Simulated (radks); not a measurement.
Problem. These are the eigenvalues of the occupied orbitals of an atom or ion with whole-number occupations (eV). Calculated with a radial shooting solver on a logarithmic mesh with Libxc functionals: non-relativistic Kohn-Sham, TPSS, spin-polarised, spherical densities, point nucleus; meta-GGA in the generalised Kohn-Sham scheme.

| orbital | eigenvalue |
|---|---|
| 1s up | -4855.935 |
| 1s down | -4855.850 |
| 2s up | -541.8782 |
| 2s down | -541.4696 |
| 2p up | -452.7609 |
| 2p down | -452.3968 |
| 3s up | -70.3801 |
| 3s down | -69.0910 |
| 3p up | -46.6177 |
| 3p down | -45.2962 |
| 3d up | -10.7091 |
| 4s up | -7.3802 |
| 4p up | -3.5376 |

Which element is it, and in what charge state? The configuration may be excited. Open shells, if any, are filled with parallel spins first.

Solution. Z = 22, titanium, charge 0: Ti in [Ar] 3d1 4s1 4p2. The list shows which subshells hold electrons but not how many an open one holds; the 1s level, -178.45 hartree, gives Z - s = 18.9 by -(Z - s)^2/2, which with screening narrows Z to a few neighbours, and the depths of the outer levels then fix element, charge and occupations together.
